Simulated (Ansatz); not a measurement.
Ansatz (a first-principles code) input (wB97M-V/def2-TZVPD):

Ansatz 0.2 input:
```yaml
crystal:
  periodic: [false, false, false]
  atoms:
    - {symbol: Se, position_ang: [-0.00001182, 0.05762557, 0.00169855]}
    - {symbol: H, position_ang: [-1.06697200, -0.97993617, -0.02607717]}
    - {symbol: H, position_ang: [1.06737402, -0.97933327, -0.03167343]}
basis:
  gaussian:
    orbitals: def2-TZVPD
hamiltonian:
  xc: {name: wB97M-V}
total_charge: 1
magnetization: {spin_polarized: true, initial_magnetization: 1}
output: {forces: true}
```

End of the output:

```
integrals: 0.02 GiB planned
539 factors; their error is unknown
integrals: 0.06 GiB planned
153 factors; integrals over basis functions are off by at most 3.3e-5 eV
mean field: 0.38 GiB planned
mean field evaluation 1: about -65367.9621 eV, gradient 7.3e0 eV
mean field evaluation 2: about -65368.1947 eV, gradient 5.1e0 eV
mean field evaluation 4: about -65368.2491 eV, gradient 1.9e-1 eV
mean field evaluation 8: about -65368.4212 eV, gradient 1.7e-2 eV
mean field -65368.42122422 eV, -2402.2451716828 hartree, gradient 4.7e-5 eV, S^2 0.753131; 0 other end points of the search recorded, 0 dependent functions left out
the calculation of the forces begins
reference -65368.42125322 eV, -2402.2451727485 hartree; 18, 17 occupied and 57, 58 virtual orbitals, 539 factors
Total energy: -65368.42125322 eV, -2402.2451727485 hartree
Atom 0 at    -0.000012     0.057626     0.001699 Å, force     0.000055    -0.266515    -0.007856 eV/Å
Atom 1 at    -1.066972    -0.979936    -0.026077 Å, force     0.139885     0.133297     0.003561 eV/Å
Atom 2 at     1.067374    -0.979333    -0.031673 Å, force    -0.139940     0.133218     0.004295 eV/Å
Dipole moment:     0.000058    -0.284359    -0.008382 e Å
```
